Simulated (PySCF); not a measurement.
Ge(H)3(tBu) (C₄H₁₂Ge), SMILES [C](C)(C)([GeH3])C.

Coordinates come from a B3LYP-D3(BJ)/def2-SVP optimisation. The isomer is the one that the SMILES or the coordinates give; other isomers of the formula were not compared.

All values below come from PySCF with HF/def2-TZVP.

Symmetry labels are those of the subgroup Cs that the program uses (full group C3v).

Computed valence orbital energies around the gap with their symmetry:
```
orbital  symmetry  energy (eV)
-------  --------  -----------
HOMO−7         A'       -14.71
HOMO−6         A"       -14.71
HOMO−5         A"       -14.04
HOMO−4         A"       -12.86
HOMO−3         A'       -12.86
HOMO−2         A'       -12.39
HOMO−1         A"       -12.39
HOMO           A'       -10.42
LUMO           A'         3.32
LUMO+1         A'         4.32
LUMO+2         A'         4.62
LUMO+3         A"         4.62
```
